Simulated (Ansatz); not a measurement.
Ideal-gas functions of CH4F2SSi, SMILES `FC[SiH](F)S` at 500 K and 1 bar, from an Ansatz frequency run at PBE0-D4/def2-TZVP.

Molar mass 114.19 g/mol, point group C1 (symmetry number 1), electronic degeneracy 1, moments of inertia 148.043, 207.623, 298.047 u Å². Harmonic wavenumbers (cm⁻¹, unscaled): 67, 136, 202, 237, 247, 394, 518, 623, 704, 764, 835, 870, 915, 1064, 1247, 1318, 1456, 2260, 2696, 3045, 3102.

Use S(trans) = R[1.5 ln M + 2.5 ln T − 1.1517]; rotational temperatures θ = 24.2544 K / I; S(rot) = R[ln(√π/σ · √(T³/θAθBθC)) + 1.5]; for each mode x = 1.438777 ν̃/T, S = R[x/(eˣ − 1) − ln(1 − e⁻ˣ)] and H = RT x/(eˣ − 1); 1 cm⁻¹ = 0.0119627 kJ/mol; R = 8.31446 J/(mol·K).

**Question.** By hand: the entropy, in J/(mol·K).

**Answer.** Translation 178.7. Rotation: θ = 0.1638, 0.1168, 0.0814 K, giving 121.6. Vibration, mode by mode: 22.01, 16.17, 12.94, 11.66, 11.33, 7.70, 5.72, 4.49, 3.73, 3.26, 2.78, 2.56, 2.32, 1.65, 1.08, 0.92, 0.66, 0.09, 0.03, 0.01, 0.01, in all 111.1. Electronic 0.0. Sum 411.4 J/(mol·K).

**Question.** By hand: H − E and G − E in kJ/mol, counted from the electronic energy.

**Answer.** Zero-point energy ½ × 22700 × 0.0119627 = 135.8; thermal vibration 28.4; translation, rotation and pV give 4 RT = 16.6. H − E = 180.8 kJ/mol, and G − E = 180.8 − 500 × 411.4/1000 = -24.9 kJ/mol.

Vibration gives 27 % of the entropy, 38.2 J/(mol·K) of it from the modes under 150 cm⁻¹: soft modes count most, and the harmonic formula is weakest for them. The sum counts one conformer and one mirror image; others add a mixing term.
